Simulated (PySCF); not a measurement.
PySCF 2.14 output of a UHF calculation on a single atom or ion in aug-cc-pVDZ-DK (5s4p2d, 27 functions), with scalar relativity by spin-free X2C-1e:

```
SCF conv_tol = 1e-09
number electrons alpha = 9  beta = 6
cycle= 1 E= -341.52430782952  delta_E= -4.21e-12  |g|= 3.6e-07  |ddm|= 9.34e-06
converged SCF energy = -341.52430782952  <S^2> = 3.7504517  2S+1 = 4.0002259
```

The run itself started from symmetry-adapted Hartree-Fock orbitals and held the occupation by maximum overlap, so the iterations belong to that start.

Which element, charge and spin multiplicity is this?

P (phosphorus, neutral), multiplicity 4; the state was [Ne] 3s2 3p3, high-spin 4S determinant.
